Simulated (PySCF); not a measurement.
Nb(NEt)F3, C2H5F3NNb (singlet state).
Geometry (PBE0-D3(BJ)/def2-SVP, Å), atoms numbered from 1 in this order:
```
atom  x, y, z in Å
Nb1    0.117    0.007   -2.166
N2     0.455   -0.002   -0.470
C3     0.656   -0.016    0.939
C4    -0.660   -0.014    1.701
H5     1.253   -0.906    1.205
H6     1.264    0.862    1.221
H7    -0.478   -0.027    2.786
H8    -1.247    0.885    1.459
H9    -1.262   -0.897    1.439
F10    1.771   -0.014   -3.042
F11   -0.859    1.568   -2.505
F12   -0.894   -1.529   -2.516
```

Theory: PBE0-D3(BJ)/def2-SVP geometry optimisation, gas phase, def2 core potentials past Kr in PySCF 2.14.0.

**Question.** Which atoms are bound to Nb1, and at what distances?

**Answer.** 4 atoms: N2 1.729 Å, F10 1.872 Å, F12 1.872 Å, F11 1.872 Å. The nearest atom not counted as bound is C3, at 3.15 Å.

**Question.** List the angles at Nb1.

**Answer.** 
```tsv
angle	degrees	distance of the outer atoms (Å)
F10–Nb1–F11	112.6	3.12
F10–Nb1–F12	112.4	3.11
F11–Nb1–F12	111.6	3.10
N2–Nb1–F10	106.7	2.89
N2–Nb1–F11	106.5	2.89
N2–Nb1–F12	106.5	2.89
```

**Question.** What is the shape at Nb1?

**Answer.** Tetrahedral: angles from 106.5° to 112.6°; τ4 = (360° − α − β)/141° = 0.96 with α and β the two widest (0 for a square, 1 for a tetrahedron).

**Question.** What are the other bond lengths?

**Answer.** N2–C3 1.424 Å; C3–C4 1.521 Å; C3–H5, C3–H6 1.105 Å; C4–H7, C4–H8, C4–H9 1.100 Å.

**Question.** Give some angles away from the centre.

**Answer.** Nb1–N2–C3 176.8°, N2–C3–C4 112.0°.

**Question.** What are the rotational constants (commonest isotopes, rigid rotor)?

**Answer.** A = 2521, B = 1060, C = 1035 MHz: a near-prolate asymmetric top.

Point group: Cs (every atom within 0.08 Å of its image). Charge 0, singlet. No PBE0-D3(BJ)/def2-SVP frequencies stand behind this structure, so it isn't proved a minimum.
